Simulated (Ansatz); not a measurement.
Basis-set extrapolation for C$_{2}$H$_{5}$AlF$_{2}$ (PBE0-D4/def2-TZVP geometry, frozen core, Ansatz). Multiplicity 1, RHF reference.

|  | def2-TZVPP | def2-QZVPP |
| --- | --- | --- |
| HF | -519.636059 | -519.657121 |
| MP2 correlation | -0.923272 | -1.000644 |
| CCSD(T) correlation | -0.986375 | not run |

Energies in hartree. Use E(X) = E(∞) + A·exp(−7.88·√X) for Hartree–Fock and E(X) = E(∞) + B·X^(−2.97) for correlation, with X = 3 and 4, and add CCSD(T) minus MP2 of the smaller set to the MP2 limit.

Task: What is the CCSD(T) energy at the basis-set limit?

Result: HF limit: -519.657121 + (-0.021062) × 0.13774 = -519.66002. MP2 limit: -1.000644 + (-0.077372) × 0.74074 = -1.05796. Higher-order term: -0.986375 − (-0.923272) = -0.06310. Total: -520.78108 hartree, 99.6 kcal/mol below CCSD(T)/def2-TZVPP.
